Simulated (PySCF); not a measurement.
## Structure elucidation problem

The spectra below were simulated for a compound C₂H₉ClOSi₃.

1H NMR (600 MHz, computed): δ 6.75 (m, 1H), 6.55 (m, 1H), 6.48 (m, 1H), 5.73 (m, 1H), 5.56 (m, 1H), 5.45 (m, 1H), 5.12 (s, 3H).

13C{1H} NMR (computed): δ 144.3 (CH2), 138.5 (CH).

Averaged over atoms made equivalent by symmetry, fast rotation or ring inversion, no solvent, non-relativistic Hamiltonian, a single conformation. Geometry from GFN2-xTB; GIAO PBE0/pcSseg-1 shieldings; PySCF.

References, each an isolated molecule treated in the same way: 1H (31.72 ppm) and 13C (186.93 ppm) vs TMS.

**Question.** What is the structure?

**Answer.** 
The formula gives 1 degree of unsaturation (no ring in the answer). 2 carbon signals for 2 carbons: no two carbons are equivalent. Carbon types of the structure: 1 × CH, 1 × CH2, leaving 6 H on heteroatoms. δC 144.3: terminal =CH2 carbon; an sp2 carbon of a C=C bond. δC 138.5: alkene CH; as expected for a trigonal carbon in a double bond. δH 6.75, 6.48: hydrogen on a terminal =CH2 carbon; a vinylic proton, deshielded by the sp2 carbon and the C=C anisotropy. δH 6.55: hydrogen on an alkene CH; a vinylic proton, deshielded by the sp2 carbon and the C=C anisotropy. δH 5.73: hydrogen on a silicon bonded to C, Cl, Si. δH 5.56, 5.45: hydrogen on a silicon bonded to O, Si. δH 5.12: hydrogen on a silicon bonded to O.

Structure: `Cl[Si@@H](C=C)[SiH2]O[SiH3]`.

This is the structure that produced the data.

Shifts are as computed. Against solution values, carbons near 30 ppm lie about +3 ppm off and those near 130 ppm about +5 ppm. Of 1309 compounds with measured shifts, 239 miss one by over three times the rms of a fit or turn the order of signals round; such compounds aren't used in these exercises. No couplings were computed; multiplicities are counted from neighbouring protons, with m where these are inequivalent, close in shift, in a saturated or five-membered ring or joined by F or P, and br s for small geminal =CH2 splittings.
